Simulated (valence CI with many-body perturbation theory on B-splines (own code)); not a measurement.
Kr³⁰⁺: magnetic and hyperfine properties of the levels

Calculated by relativistic CI+MBPT: four valence electrons over a frozen Dirac-Fock core [He], radial functions for each j: 11 s, 11 p, 9 d, 7 f, 5 g, 2 h, 1 i, with the one-electron correlation potential Σ1, the two-electron term Σ2, the three-electron term Σ3, Breit, model QED; selected CI, second order for the rest (own B-spline code, finite nucleus).

No measured spectrum was set against this ion. As an estimate, large intervals hold to a few tenths of a per cent, small ones and those within an open d or f shell to about a per cent. Among the levels kept, up to 250 cm⁻¹ of a level comes from second order outside the variational space, and about a tenth of that is noise between levels of different J, which matters for small intervals.

A/g_I is the dipole constant over the nuclear g factor μ/I (μ in nuclear magnetons, uniformly magnetised nucleus), B/Q the quadrupole constant per barn. Both hold the static response of the core; the bare values leave it out. Large factors of s and p1/2 electrons are usually good to 5 to 10 %; those of open d and f shells near neutrality can be off by tens of per cent, and small factors of p3/2, d and f electrons come from cancelling terms and can be off by a factor of two or in sign, in half-filled shells by more. B is blank for J = 1/2, where it vanishes, and for nearly pure S terms. Energies count from the lowest level. Levels with J = 0 are left out.

Levels are named by their leading jj configuration (3d3/2^4 stands for four electrons in 3d with j = 3/2), which in mixed levels can hold well under half, so a name can repeat and another be missing. Letters in brackets count levels of one name in rising energy.

```csv
Level,E (Ry),g,A/g_I (MHz),A/g_I bare,B/Q (MHz/b),B/Q bare
(2s^2 2p1/2 2p3/2) J=1,3.61,1.494,-13200,-7960,76400,76700
(2s^2 2p1/2 2p3/2) J=2,4.36,1.237,170000,172000,77200,77500
(2s^2 2p3/2^2) J=2,8.52,1.248,90700,93200,74500,74800
(2s 2p1/2^2 2p3/2) J=2,10.71,1.839,384000,385000,49100,49300
(2s 2p1/2^2 2p3/2) J=1,13.95,0.891,-200000,-192000,136000,136000
(2s 2p1/2 2p3/2^2) J=2 [a],15.07,1.364,313000,310000,175000,176000
(2s 2p1/2 2p3/2^2) J=3,16.26,1.326,375000,372000,-472,-487
(2s 2p1/2 2p3/2^2) J=1 [a],18.22,1.275,220000,221000,-141000,-141000
(2s 2p1/2 2p3/2^2) J=2 [b],18.81,1.204,86100,90500,-137000,-137000
(2s 2p1/2 2p3/2^2) J=1 [b],19.61,1.554,238000,242000,26400,26500
(2s 2p3/2^3) J=2,22.15,1.231,375000,370000,-89500,-89800
(2s 2p3/2^3) J=1,24.52,1.250,-192000,-181000,-19800,-19900
(2p1/2^2 2p3/2^2) J=2,27.73,1.384,71500,78300,54100,54300
(2p1/2 2p3/2^3) J=1,31.73,1.494,-22100,-13000,-74900,-75200
(2p1/2 2p3/2^3) J=2,32.63,1.101,178000,179000,-205000,-206000
(2s^2 2p1/2 3s) J=1,148.15,1.347,439000,434000,-10000,-10000
(2s^2 2p1/2 3p1/2) J=1,150.48,0.669,301000,298000,-2160,-2160
(2s^2 2p1/2 3p3/2) J=1,152.09,1.467,-44200,-42900,21400,21500
(2s^2 2p1/2 3p3/2) J=2,152.23,1.173,135000,135000,34800,34900
(2s^2 2p3/2 3s) J=2,152.47,1.494,165000,166000,155000,156000
(2s^2 2p3/2 3s) J=1,152.77,1.138,5420,10900,87700,87900
(2s^2 2p1/2 3d3/2) J=2,154.46,0.756,128000,127000,14100,14200
(2s 2p1/2^2 3s) J=1,154.64,2.260,754000,745000,-8050,-8080
(2s^2 2p1/2 3d5/2) J=2,155.32,1.265,-66000,-65500,284,398
(2s^2 2p1/2 3d3/2) J=1,155.33,0.808,-85500,-84900,1140,1200
(2s^2 2p1/2 3d5/2) J=3,155.34,1.115,81300,80700,13.9,158
(2s^2 2p3/2 3p1/2) J=1,155.38,1.398,85600,89600,70800,71000
(2s^2 2p3/2 3p1/2) J=2,155.58,1.239,100000,103000,120000,121000
(2s^2 2p3/2 3p3/2) J=3,156.20,1.330,63800,65800,199000,200000
(2s^2 2p3/2 3p3/2) J=1,156.26,1.499,62400,65000,-68300,-68500
(2s^2 2p3/2 3p3/2) J=2,157.07,1.310,132000,133000,57200,57300
```

Take the isotope of mass number 83, with I = 9/2, μ = -0.97073 μN and Q = 0.259 b. What is the hyperfine structure of (2s 2p1/2 2p3/2^2) J=1 [a]?

From the table A = -47500 MHz, B = -36500 MHz. Shifts from the centre of gravity in MHz: F = 7/2: 245000, F = 9/2: 71800, F = 11/2: -223000.
